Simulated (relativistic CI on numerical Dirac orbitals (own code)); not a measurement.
Calculated at this level of theory: Dirac-Coulomb-Breit CI, separate exchange-only KLI orbitals for each configuration, a model potential for QED, unscaled Slater integrals (own radial code, finite nucleus).

Configuration list (outside the closed core 1s2): 2s2 2p4, 2s 2p5, 2p6, 2p5 3s, 2p5 3p, 2p5 3d, 2s2 2p3 3s, 2s2 2p3 3p, 2s2 2p3 3d, 2s 2p4 3s, 2s 2p4 3p, 2s 2p4 3d, 2s2 2p3 4s, 2s2 2p3 4p, 2s2 2p3 4d, 2s2 2p3 4f, 2s 2p4 4s, 2s 2p4 4p, 2s2 2p2 3s2, 2s 2p4 4d, 2s 2p4 4f, 2s2 2p2 3s 3p, 2s2 2p3 5s, 2s2 2p3 5p, 2s2 2p2 3s 3d, 2s2 2p3 5d, 2s2 2p2 3p2, 2s2 2p3 5f, 2s2 2p3 5g, 2s2 2p2 3p 3d, 2s 2p3 3s2, 2s2 2p2 3d2, 2s 2p3 3s 3p, 2s 2p3 3s 3d, 2s 2p3 3p2, 2s 2p4 5s. Levels of other configurations are missing.

At this charge energies of transitions that change n are usually good to better than 1 %, and those within a shell (Δn = 0) to a few per cent.

Outline of the computed level scheme of Nd LIII. Lowest level of each configuration: 2s2 2p4 3P_2 at 0.00 eV; 2s 2p5 3P°_2 at 838.80 eV; 2p6 1S_0 at 1774.58 eV; 2s2 2p3 3s 3P°_2 at 5581.60 eV; 2s2 2p3 3p 3P_1 at 5670.87 eV; 2s2 2p3 3d 3D°_2 at 5918.38 eV.

Some strong electric-dipole decays among the lowest 45 levels: 2s2 2p3 3d 3D°_3 → 2s2 2p4 3P_2 (9.3e+14 s⁻¹); 2s2 2p3 3d 3D°_1 → 2s2 2p4 1S_0 (5.7e+14 s⁻¹); 2s2 2p3 3d 3D°_2 → 2s2 2p4 3P_2 (4.2e+14 s⁻¹); 2s2 2p3 3d 3D°_1 → 2s2 2p4 3P_2 (1.1e+14 s⁻¹); 2s2 2p3 3s 1D°_2 → 2s2 2p4 1D_2 (7.8e+13 s⁻¹); 2s2 2p3 3s 3S°_1 → 2s2 2p4 3P_1 (7.4e+13 s⁻¹); 2s2 2p3 3s 1P°_1 → 2s2 2p4 3P_2 (7.1e+13 s⁻¹); 2s2 2p3 3d 3D°_1 → 2s2 2p4 1S_0 (4.6e+13 s⁻¹).

LS names give the leading component of a level, which can be under half, so a name can repeat, a term be missing and a line seem to break the LS rules.
